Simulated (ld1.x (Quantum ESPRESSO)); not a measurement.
**technetium (Tc): excitation energies, all-electron against PAW**

- Element: Tc
- Generator: ld1.x (Quantum ESPRESSO) 7.5
- Type: PAW
- Functional: LDA (PZ)
- Relativity: fully relativistic
- Frozen core: [Ar] 3d10 4s2
- Valence charge: 13
- Reference configuration: 4p6 4d5 5s1.5 5p0 (charge +0.5)
- Partial waves: 5s (bound): rcut 1.95, rcutus 2.75 bohr; 5s channel at 1.85 Ry: rcut 1.95, rcutus 2.75 bohr; 4p (bound): rcut 1.70, rcutus 1.95 bohr; 5p (bound, empty): rcut 1.70, rcutus 1.95 bohr; 4d (bound): rcut 1.45, rcutus 1.95 bohr; 4d channel at -0.35 Ry: rcut 1.45, rcutus 1.95 bohr
- Local potential: all-electron potential smoothed inside 1.50 bohr (lloc = -2)
- Core correction: Bessel-smoothed model core, default radius (core density twice the valence density)
- Augmentation charge: BESSEL, radius 1.40 bohr

Open shells are filled in proportion to 2j + 1 (rel_dist='average').

Energies are relative to the spin-unpolarised reference configuration 4p6 4d5 5s1.5 5p0; without spin polarisation the order of configurations can differ from experiment.

(1) Give the all-electron excitation energy and the error of the potential for: 4p6 4d5 5s2 5p0; 4p6 4d5 5s1 5p0; 4p6 4d5 5s0 5p0; 4p6 4d5 5s0 5p2; 4p6 4d6 5s1 5p0; 4p6 4d4 5s2 5p0; 4p6 4d5 5s0 5p1.

Levels in the configuration 4p6 4d6 5s1 5p0:

```
   level  all-electron (eV)  pseudo (eV)
4p j=1/2            -44.563      -44.504
4p j=3/2            -41.603      -41.550
4d j=3/2             -4.824       -4.813
4d j=5/2             -4.563       -4.554
5s j=1/2             -4.432       -4.435
```

The ghost test of this file was not conclusive.

Results:

(1)

```json
{"valence configuration": "4p6 4d5 5s2 5p0", "charge": "0", "ΔE all-electron (eV)": "-3.407", "error AE − PS (meV)": "-0.4"}
{"valence configuration": "4p6 4d5 5s1 5p0", "charge": "+1", "ΔE all-electron (eV)": "5.024", "error AE − PS (meV)": "+0.1"}
{"valence configuration": "4p6 4d5 5s0 5p0", "charge": "+2", "ΔE all-electron (eV)": "20.227", "error AE − PS (meV)": "+17"}
{"valence configuration": "4p6 4d5 5s0 5p2", "charge": "0", "ΔE all-electron (eV)": "4.478", "error AE − PS (meV)": "+11"}
{"valence configuration": "4p6 4d6 5s1 5p0", "charge": "0", "ΔE all-electron (eV)": "-4.273", "error AE − PS (meV)": "-8.8"}
{"valence configuration": "4p6 4d4 5s2 5p0", "charge": "+1", "ΔE all-electron (eV)": "8.392", "error AE − PS (meV)": "-22"}
{"valence configuration": "4p6 4d5 5s0 5p1", "charge": "+1", "ΔE all-electron (eV)": "9.700", "error AE − PS (meV)": "+12"}
```
